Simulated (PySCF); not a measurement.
[Eu(NH3)3]2+: from a saddle point downhill

PySCF 2.14.0, RKS BP86, Eu lcecp-0-SVP with ECP53, N def2-SVP, H def2-SVP; non-relativistic Hamiltonian with scalar-relativistic core potentials where named; density fitting; no spin-orbit coupling. Relaxed within the symmetry of its start, the geometry (C3h) is

```xyz
13

Eu    0.0000    0.0000    0.0000
N     2.6743    0.0001    0.0000
H     3.1172   -0.4693    0.8127
H     3.1172   -0.4693   -0.8127
H     3.1173    0.9385    0.0000
N    -1.3373    2.3160    0.0000
H    -1.1522    2.9343    0.8127
H    -1.1522    2.9343   -0.8127
H    -2.3715    2.2304    0.0000
N    -1.3370   -2.3161    0.0000
H    -1.9651   -2.4649    0.8127
H    -1.9651   -2.4649   -0.8127
H    -0.7458   -3.1689    0.0000
```

and its lowest harmonic modes are -46, -46, -43, -16, 45, 45 cm⁻¹ (negative: unstable). It was moved along the lowest mode and relaxed again.

(1) Where does it end, and how much lower?

(2) How do the contacts change?

(3) Is the end a minimum?

An lcecp potential fixes the number of 4f electrons, so in runs with it no electron can move into or out of that shell.

State: singlet in the valence, with the 4f electrons in the core potential.

## Answers

(1) In C1, 0.000 eV lower, after 3 steps:
```xyz
13

Eu   -0.0007   -0.0004   -0.0012
N     2.6739    0.0002    0.0023
H     3.1141   -0.2464    0.9094
H     3.1184   -0.6612   -0.6627
H     3.1164    0.9082   -0.2358
N    -1.3370    2.3150    0.0113
H    -1.0378    2.9954    0.7357
H    -1.2764    2.8644   -0.8672
H    -2.3595    2.2359    0.1697
N    -1.3368   -2.3154   -0.0136
H    -2.0312   -2.4301    0.7490
H    -1.8944   -2.4994   -0.8694
H    -0.7490   -3.1661    0.0726
```

(2) 
```tsv
contact	saddle (Å)	end (Å)
Eu1–N2 (NH3)	2.674	2.675
Eu1–N6 (NH3)	2.674	2.673
Eu1–N10 (NH3)	2.674	2.673
```


(3) Yes, as far as the noise of the softest modes lets one tell (those above −25 cm⁻¹ count as noise); lowest modes -21, -17, 7, 22, 44, 45 cm⁻¹.
